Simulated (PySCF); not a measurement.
C2H4FNSi, SMILES F[C@@H]1N=C[SiH2]1.

Geometry: TPSSh-D3(BJ)/def2-SVP. The structure was generated by enumeration; whether it is a known compound was not checked.

Computed with HF/def2-TZVP (PySCF).

The molecule is in vacuum.

```yaml
total_energy: -520.91813 hartree
highest_occupied_level: -10.66 eV
lowest_empty_level: 2.38 eV
orbital_gap: 13.04 eV
dipole_moment: 3.56 D
quadrupole, principal values (traceless, Buckingham form, about the centre of nuclear charge): -4.62, -1.01, 5.63 D·Å
mean_static_polarisability: 50.7 bohr³ (7.51 Å³)
polarisability_principal_values: 41.9, 51.2, 58.9 bohr³
```
